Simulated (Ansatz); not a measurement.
Geometry optimisation, RKS B3LYP/def2-SVP (Ansatz).

Input:

```yaml
crystal:
  periodic: [false, false, false]
  atoms:
    - { symbol: Ti, position_ang: [0.0, 0.0, 0.0] }
    - { symbol: F, position_ang: [0.0, 0.0, 2.18] }
    - { symbol: F, position_ang: [1.7257, 0.0, -0.6094] }
    - { symbol: F, position_ang: [-0.8619, 1.4933, -0.6094] }
    - { symbol: F, position_ang: [-0.8619, -1.4933, -0.6094] }
    - { symbol: S, position_ang: [-2.5623, 0.0, 0.8514] }
    - { symbol: H, position_ang: [-3.3179, -0.8728, 0.0594] }
    - { symbol: H, position_ang: [-1.2517, 0.0, 2.0365] }
basis:
  gaussian: { orbitals: def2-SVP }
hamiltonian:
  xc: b3lyp
relax:
  f_tol: 0.15
  max_steps: 25
  restrain:
    - { distance: [0, 5], at: 3.6, k: 30.0 }
    - { distance: [7, 1], at: 2.12, k: 30.0 }
    - { distance: [0, 1], at: 1.83, k: 30.0 }
    - { distance: [7, 5], at: 1.4, k: 30.0 }
```

Run as:

```bash
$ ansatz run input.yaml --threads 4 --pin off --max-ram 5120MiB --backend cpu --events-out ev --progress --plain --runs-dir out
```

**Question.** Where does it end, and by what steps?

**Answer.** The forces met the threshold. The restraints hold the end off the free minimum. After 9 steps the energy has fallen by 3.624 eV (the restraints' own energy left out); H8 moved furthest, 0.81 Å. Parted: Ti1–S6 (2.70 → 3.60 Å).

| step | energy less start (eV) | largest force component (eV/Å) | accepted |
| --- | --- | --- | --- |
| 0 | 0.0000 | 2.901 | yes |
| 1 | -0.3573 | 4.442 | yes |
| 2 | -1.2856 | 5.877 | yes |
| 3 | -2.6236 | 4.358 | yes |
| 4 | -3.3964 | 1.407 | yes |
| 5 | -3.5239 | 1.205 | yes |
| 6 | -3.5915 | 1.134 | yes |
| 7 | -3.6005 | 1.217 | yes |
| 8 | -3.6210 | 1.098 | yes |
| 9 | -3.6238 | 1.094 | yes |

```xyz
8
Properties=species:S:1:pos:R:3
Ti 0.196 0.095 -0.121
F 0.050 -0.007 1.664
F 1.869 -0.132 -0.496
F -0.245 1.638 -0.766
F -0.664 -1.198 -0.895
S -3.152 0.075 1.193
H -3.138 -1.195 0.732
H -2.045 -0.149 1.989
```

Run time: 32 s on 4 threads of Intel(R) Xeon(R) Platinum 8175M CPU @ 2.50GHz (Skylake/Cascade Lake) (shared host), peak memory 0.32 GiB.
